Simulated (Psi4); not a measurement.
sulfur dioxide (O2S), singlet, at a GFN2-xTB geometry. Base run: PBE/cc-pVDZ run with Psi4.

Geometry (Å):
```xyz
3

S      0.0139    -0.0040     0.3778
O     -0.0332     1.2224    -0.3642
O      0.0053    -1.2144    -0.3915
```
Charge 0, spin multiplicity 1.
All else is at Psi4's defaults (density fitting).

Each row names what was changed in the base input (with any setting that the change needs).

```tsv
change	E (Eh)	SCF-reference dipole (D)
base	-548.27939	1.63
functional = wb97x	[?]	[?]
functional = r2scan	-548.49624	1.74
functional = svwn	[?]	[?]
functional = scan	-548.57156	1.76
functional = pbe0-dh	-548.24674	-
functional = dsd-pbep86	-548.01172	-
functional = m11	-548.51269	2.03
functional = tpss	[?]	[?]
functional = cam-b3lyp	-548.54461	1.94
functional = x3lyp	-548.50275	1.86
functional = tpssh	[?]	1.76
functional = mn15	-548.31010	1.88
```

Task: Complete the blanks.

Result: 
- functional = wb97x, E (Eh): -548.54044
- functional = wb97x, SCF-reference dipole (D): 1.93
- functional = svwn, E (Eh): -546.81940
- functional = svwn, SCF-reference dipole (D): 1.68
- functional = tpss, E (Eh): -548.63403
- functional = tpss, SCF-reference dipole (D): 1.67
- functional = tpssh, E (Eh): -548.60412

Absolute energies of different levels of theory aren't comparable as measures of quality.
